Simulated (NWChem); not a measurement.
# CH$_{5}$NOSi$_{2}$; SMILES [SiH3]C1=N[SiH2]O1

All runs: NWChem. Pople sets run with spherical d functions. Structure relaxed at the PBE-D3(BJ)/def2-SVP level. One conformer.

Isotropic polarisabilities at PBE0/6-31+G*: 68.55 bohr³ (static) and 69.30 bohr³ at ω = 0.0428 Ha (1065 nm).

Q: Fit one effective oscillator, α(ω) = α(0)/(1 − ω²/ω₀²), predict α at ω = 0.0773 Ha (589 nm) and compare with a run.

A: 
1. 1 − α(0)/α(ω) = 0.0108 = (ω/ω₀)², so ω₀ = 0.411 Ha = 11.2 eV.
2. At the second frequency, (ω/ω₀)² = 0.035 and α = 71.1 bohr³.
3. The run gives 71.1 bohr³, a difference of 0.1 %.
